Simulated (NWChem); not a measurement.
System: CH$_{4}$F$_{2}$OSi; SMILES O[Si@@H](F)CF

Input file for NWChem:

```
start job
memory heap 200 mb stack 900 mb global 1100 mb
geometry units angstroms noautoz
  O      1.632544     0.581741     0.001871
  Si     0.049633     0.443996     0.428248
  F     -0.838233     1.615675    -0.267752
  C     -0.742033    -1.153618    -0.187677
  F     -0.058318    -2.244862     0.308619
  H      1.890347     0.380687    -0.902194
  H     -0.003355     0.606049     1.896499
  H     -1.800020    -1.209763     0.127897
  H     -0.742929    -1.193129    -1.293305
end
basis spherical
  * library 6-31g*
end
dft
  xc mn15
  iterations 150
  mulliken
end
task dft energy
```

All runs use the structure optimised with PBE0/def2-SVP.

### Question
What results follow from this input? (MN15/6-31G* (spherical d).) Quantities: energy (Ha); highest occupied level (eV); orbital gap (eV); dipole (D).

### Answer
```yaml
energy (Ha): -604.55
highest occupied level (eV): -9.13
orbital gap (eV): 10.80
dipole (D): 1.71
```
